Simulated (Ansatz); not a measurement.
`C[CH2][Zn][Cl]` + `C=CBCl` → `C[CH2][ZnH]` + `C=CB(Cl)Cl` at 500 K and 1 bar (redistribution).

Computed with Ansatz on PBE0-D4/def2-TZVP structures; ΔE is electronic, products minus reactants. CBS: MP2 limit from def2 TZ/QZ plus the TZ coupled-cluster correction, frozen cores. For Zn outer-core shells are correlated without core-valence functions, which leaves a few kJ/mol of doubt a bond. Scalar relativity is left out up to krypton. One conformer a species, not always the lowest.

| species | CCSD(T)/CBS energy (Eh) | H − E (kJ/mol) | S (J/(mol·K)) |
| --- | --- | --- | --- |
| `C[CH2][Zn][Cl]` | -2317.32947 | 212.2 | 387.0 |
| `C=CBCl` | -563.09944 | 181.4 | 342.8 |
| `C[CH2][ZnH]` | -1858.07157 | 219.3 | 345.1 |
| `C=CB(Cl)Cl` | -1022.33002 | 167.7 | 379.3 |

H − E and S are ideal-gas, rigid-rotor, harmonic terms from PBE0-D4/def2-TZVP, for one conformer and one mirror image of each species. 1 Eh = 2625.50 kJ/mol, R = 8.31446 J/(mol·K).

Question: By hand: ΔE, ΔH, ΔS and ΔG.

Answer: ΔE = (-1858.07157) + (-1022.33002) − (-2317.32947) − (-563.09944) = 0.02732 Eh = 71.7 kJ/mol. Δ(H − E) = 219.3 + 167.7 − 212.2 − 181.4 = -6.6, so ΔH = 65.1 kJ/mol. ΔS = 345.1 + 379.3 − 387.0 − 342.8 = -5.4 J/(mol·K). ΔG = 65.1 − 500 × (-5.4)/1000 = 67.8 kJ/mol.

Question: By hand: the equilibrium constant, and the temperature at which ΔG would vanish if ΔH and ΔS stayed fixed.

Answer: log₁₀ K = −ΔG/(RT ln 10) = -7.1. ΔH and −TΔS have one sign here, so there is no such temperature.

The number of gas molecules stays the same, so ΔS is small and ΔH decides. A doubt of 5 kJ/mol in ΔE shifts log₁₀ K by 0.5 here. Other conformers and mirror images would add mixing entropy, several J/(mol·K) or more a flexible species. These are equilibria of isolated gas molecules and say nothing of rates. Largest T1 diagnostic: 0.013 (customary marks: 0.02 for closed shells, 0.045 for open ones).

ΔS is within the doubt of such terms, so its sign, and with it that verdict, could turn.
